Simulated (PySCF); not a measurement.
# Unknown compound

An unknown has the formula C5H9ClO2Si. Its calculated NMR data are:

1H NMR (400 MHz, computed): δ 9.01 (s, 1H), 7.66 (s, 1H), 5.43 (s, 3H), 4.51 (q, 1H), 1.60 (d, 3H).

13C{1H} NMR (computed): δ 194.6 (CH), 177.4 (CH), 126.2 (C), 59.8 (CH), 33.4 (CH3).

[PySCF 2.14.0 with density-fitted response routines: GFN2-xTB geometry; shieldings: GIAO PBE0/pcSseg-1; averaged over atoms made equivalent by symmetry, fast rotation or ring inversion; non-relativistic; in vacuum; one conformer]

Scale: TMS for 1H and 13C (reference shieldings calculated alike).

Question: Choose the structure that fits.
A. COC(=O)[SiH2]C/C=C\Cl
B. C=C[C@@H]1COC[Si@@H](Cl)O1
C. C[C@@H](Cl)/C(C=O)=C/O[SiH3]

Answer: C. 

The formula gives 2 degrees of unsaturation (no ring in the answer). 5 carbon signals for 5 carbons: no two carbons are equivalent. Carbon types of the structure: 1 × C, 3 × CH, 1 × CH3, leaving 3 H on heteroatoms. δC 194.6: aldehyde carbonyl carbon; low-lying n→π* states of the double bond to the heteroatom give a large paramagnetic term (-252 ppm). δC 177.4: alkene carbon bearing oxygen; an sp2 carbon further deshielded by the attached heteroatom. δC 126.2: β carbon of an enol-ether or enamine type C=C. δH 9.01: hydrogen on an aldehyde carbonyl carbon; the C=O anisotropy and electron withdrawal place aldehyde protons far downfield. δH 7.66: hydrogen on an alkene carbon bearing oxygen; olefinic region.

The others: C=C[C@@H]1COC[Si@@H](Cl)O1 would give 9 signals for carbon-bound and other non-exchanging H, not 5; COC(=O)[SiH2]C/C=C\Cl has carbons computed at 186.3, 133.5, 132.2, 50.0, 15.2, with a different DEPT pattern.

Carbons that carry Cl, above all several Cl atoms, come out too deshielded, partly because spin–orbit coupling is missing. Shifts are as computed. Against solution values, carbons near 30 ppm lie about +3 ppm off and those near 130 ppm about +5 ppm; carbons on Cl a further +6 ppm. Of 1309 compounds with measured shifts, 239 miss one by over three times the rms of a fit or turn the order of signals round; such compounds aren't used in these exercises. No couplings were computed; multiplicities are counted from neighbouring protons, with m where these are inequivalent, close in shift, in a saturated or five-membered ring or joined by F or P, and br s for small geminal =CH2 splittings.
